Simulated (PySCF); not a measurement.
Computed properties of GeI3, SMILES [I][Ge]([I])[I]

GeI3, SMILES [I][Ge]([I])[I] (connectivity only; charge and spin as stated), charge +1, multiplicity 1. Geometry optimised at r2SCAN-D4/def2-SVP. The multiplicity is an assumed one; other spin states were not compared. The isomer is the one that the SMILES or the coordinates give; other isomers of the formula were not compared. The def2 effective core potentials stand for the cores of I; spin–orbit coupling is left out. One conformer was computed; it need not be the lowest. All values are computed for the isolated molecule unless a solvent is named; none is compared with measurement here.

**Structure.** The optimised structure has D3h symmetry. All 6 harmonic modes at r2SCAN-D4/def2-SVP (PySCF) are real, so it is a minimum. With heavy atoms numbered as in [I:1][Ge:2]([I:3])[I:4], the shortest bond between them is I1–Ge2 at 2.428 Å and the longest Ge2–I4 at 2.428 Å.

**Vibrations.** The strongest infrared lines (harmonic, unscaled, degenerate partners summed) lie at 323 cm⁻¹ (97 km/mol, Ge 74 %, I 26 %), 69 cm⁻¹ (1 km/mol, I 90 %, Ge 10 %). The softest mode is at 69 cm⁻¹ and the zero-point energy is 1.5 kcal/mol.

**Electronic structure.** B3LYP/def2-TZVP (PySCF) places the frontier levels at -12.26 and -8.41 eV, a gap of 3.85 eV and a mean polarisability of 125.3 bohr³.

**Excitations.** TDDFT-B3LYP/def2-SVPD (PySCF) has S1 at 2.82 eV (440 nm, f = 0.000, dark); the most intense of the 10 singlets computed lies at 3.96 eV (f = 0.19). Strengths of degenerate partners are summed. T1 (TDA) is at 2.47 eV.
